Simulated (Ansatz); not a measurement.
Basis-set extrapolation for `C[Si](O)(O)F` (PBE0-D4/def2-TZVP geometry, frozen core, Ansatz). Multiplicity 1, RHF reference.

|  | cc-pV(T+d)Z | cc-pV(Q+d)Z |
| --- | --- | --- |
| HF | -579.218113 | -579.247722 |
| MP2 correlation | -1.027992 | -1.111936 |
| CCSD(T) correlation | -1.084548 | -1.165078 |

Energies in hartree. Use E(X) = E(∞) + A·exp(−5.46·√X) for Hartree–Fock and E(X) = E(∞) + B·X^(−3.05) for correlation, with X = 3 and 4.

Q: What is the CCSD(T) energy at the basis-set limit?

A: HF limit: -579.247722 + (-0.029609) × 0.30130 = -579.25664. Correlation limit: -1.165078 + (-0.080530) × 0.71189 = -1.22241. Total: -580.47905 hartree, 4.80 eV below CCSD(T)/cc-pV(T+d)Z.
